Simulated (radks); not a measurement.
Q: The molybdenum ion Mo3+ is in [Kr] 4d3. All-electron calculation, scalar-relativistic Kohn-Sham, r2SCAN, spin-polarised, spherical densities, finite nucleus; meta-GGA in the generalised Kohn-Sham scheme; Fermi nuclear charge, rms radius of each element as measured or else 0.836 A^(1/3) + 0.57 fm. Program: a radial shooting solver on a logarithmic mesh with Libxc functionals. Open shells are filled with parallel spins first. One electron is removed from 4p, 4d, 3d, 4s in turn, with full relaxation. Which removal costs least, and what does each cost?

A: 4d 40.459 eV; 4p 76.754 eV; 4s 104.40 eV; 3d 273.66 eV. The 4d electron leaves first.
